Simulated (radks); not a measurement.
Radial electron density D(r) = 4 pi r^2 rho(r) of an atom or ion with 28 electrons. Calculated with a radial shooting solver on a logarithmic mesh with Libxc functionals: scalar-relativistic Kohn-Sham, PBEsol, spin-polarised, spherical densities, finite nucleus; Fermi nuclear charge, rms radius of each element as measured or else 0.836 A^(1/3) + 0.57 fm.

r (bohr),D(r) (e/bohr),spin D(r)
0.002888,3.571,0.00584
0.003283,4.438,0.00725
0.003731,5.493,0.00898
0.00424,6.768,0.0111
0.004781,8.193,0.0134
0.005434,9.989,0.0163
0.006176,12.10,0.0198
0.006963,14.38,0.0236
0.007914,17.15,0.0282
0.008995,20.26,0.0335
0.01022,23.68,0.0395
0.01153,27.11,0.0457
0.0131,30.91,0.0529
0.01489,34.70,0.0609
0.01692,38.29,0.0697
0.01908,41.27,0.0790
0.02169,43.81,0.0906
0.02465,45.46,0.105
0.02801,46.06,0.124
0.03158,45.63,0.148
0.0359,44.22,0.183
0.0408,42.15,0.232
0.046,40.07,0.293
0.05228,38.33,0.378
0.05942,37.74,0.481
0.06753,38.79,0.596
0.07614,41.39,0.702
0.08654,45.48,0.791
0.09836,50.03,0.825
0.1118,53.69,0.778
0.126,55.17,0.647
0.1433,53.84,0.428
0.1628,49.58,0.183
0.1836,43.85,0.0143
0.2086,37.65,0.00618
0.2371,33.23,0.262
0.2695,31.78,0.793
0.3039,32.97,1.45
0.3454,35.55,2.13
0.3925,37.39,2.57
0.4461,36.71,2.62
0.503,33.21,2.32
0.5717,27.05,1.81
0.6498,19.88,1.32
0.7385,13.25,1.07
0.8327,8.424,1.06
0.9464,4.989,1.19
1.076,2.972,1.26
1.213,1.876,1.16
1.378,1.138,0.901
1.567,0.6361,0.570
1.78,0.3063,0.292
2.007,0.1290,0.126
2.282,0.04068,0.0403
2.593,0.009718,0.00968
2.947,0.001693,0.00169
3.323,0.0002389,0.000239

What is the nuclear charge?

Answer. Z = 37. The innermost maximum, from 1s, lies near gamma/Z bohr with gamma = sqrt(1 - (Z/c)^2) = 0.963, here 0.026 bohr (found: 0.0282), and its height grows with Z. The density is that of the rubidium ion Rb9+ in [Ne] 3s2 3p5 3d10 4s1; the configuration itself is not fixed sharply by these data, and Z only to a few units. D(r) has 3 maxima, at r = 0.0282, 0.127, 0.409 bohr, and minima at 0.0585, 0.267 bohr, inside which lie 2.06, 11.17 electrons.
